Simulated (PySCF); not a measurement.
# MHg cations for M along the second period

PBE0 with double-zeta basis sets in PySCF, for the lowest determinant that a PBE0 search found; no spin–orbit coupling. De refers to high-spin ground-configuration atoms (the charge goes to the atom of lower measured ionisation energy or higher electron affinity, which is not always the lowest computed limit). A positive dipole points towards Hg; it is taken about the centre of mass and depends on that origin.

| M | basis | charged atom | state (unpaired electrons) | Re (Å) | ωe (cm⁻¹) | De (eV) | μ (D) |
| --- | --- | --- | --- | --- | --- | --- | --- |
| Li | cc-pVDZ/cc-pVDZ-PP | Li+ | singlet (closed shell) | 2.703 | 253 | 0.55 | -9.26 |
| Be | cc-pVDZ/cc-pVDZ-PP | Be+ | doublet (σ ↑) | 2.370 | 375 | 1.64 | -4.61 |
| B | def2-SVP | B+ | singlet (closed shell) | 2.366 | 318 | 1.68 | -3.69 |
| C | def2-SVP | Hg+ | doublet (π ↑) | 2.172 | 404 | 1.89 | -1.20 |
| O | def2-SVP | Hg+ | doublet (π ↑) | 2.011 | 462 | 0.86 | 2.17 |
| F | def2-SVP | Hg+ | singlet (closed shell) | 1.929 | 593 | 1.51 | 3.74 |

The shortest bond is that of HgF⁺ (1.929 Å), the longest that of LiHg⁺ (2.703 Å).

The rows differ in basis set, which adds steps of its own.

The state changes along the series, so neighbouring rows are not always alike in their bonding.

Closed-shell solutions of metal pairs were not tested for spin polarisation, which can lower them a little. These are scalar-relativistic numbers at best; spin–orbit coupling would shift them, the dissociation energy most. For an ion De counts to the pair picked by the measured ionisation energies or electron affinities, which need not be the lowest pair at this level. States were picked by a PBE0 search and need not be the measured ground states.
